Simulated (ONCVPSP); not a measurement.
**C, ONCV: configuration errors across variants**

carbon (C), optimised norm-conserving Vanderbilt (ONCV), made with ONCVPSP 4.0.1 (PBEsol, scalar-relativistic). Core [He], reference 2s1.5 2p2.5. Waves: 2s: rc 0.95 bohr, ncon 3, nbas 6, qcut 5.8 1/bohr, local; 2p: rc 2.40 bohr, ncon 4, nbas 9, qcut 4.8 1/bohr, 2 projectors, debl 2.7 Ha; d scattering state at 0.25 Ha: rc 1.95 bohr, ncon 5, nbas 9, qcut 5.1 1/bohr, 2 projectors, debl 0.3 Ha. Local part: the s channel. Core correction: Teter function fitted to the true core (icmod 2), fcfact 0.6.

All-electron excitation energies from the reference (eV): (1) 2s2 2p2 -4.210; (2) 2s2 2p1 6.578; (3) 2s2 2p0 30.597; (4) 2s1 2p3 4.216.

Errors AE − PS in meV (a dash: test not solved or not reliable):

```csv
change,(1),(2),(3),(4),bound ghosts,GHOST(+) flags above zero
base,-5.0,+139,+871,-4.8,none,none
s: qcut 3.3,-5.6,+140,+879,-4.7,none,none
s: qcut 4.2,-5.5,+139,+876,-4.7,none,none
s: qcut 4.9,-5.3,+139,+873,-4.8,none,none
s: qcut 6.5,-4.8,+138,+868,-4.8,none,none
s: qcut 7,-4.7,+138,+865,-4.8,none,none
s: qcut 8.6,-4.6,+138,+865,-4.8,none,none
```

(1) Give the same row for: s: qcut 7.8.

Answers

(1) -4.7, +138, +865, -4.8; bound ghosts: none; GHOST(+) flags above zero: none.
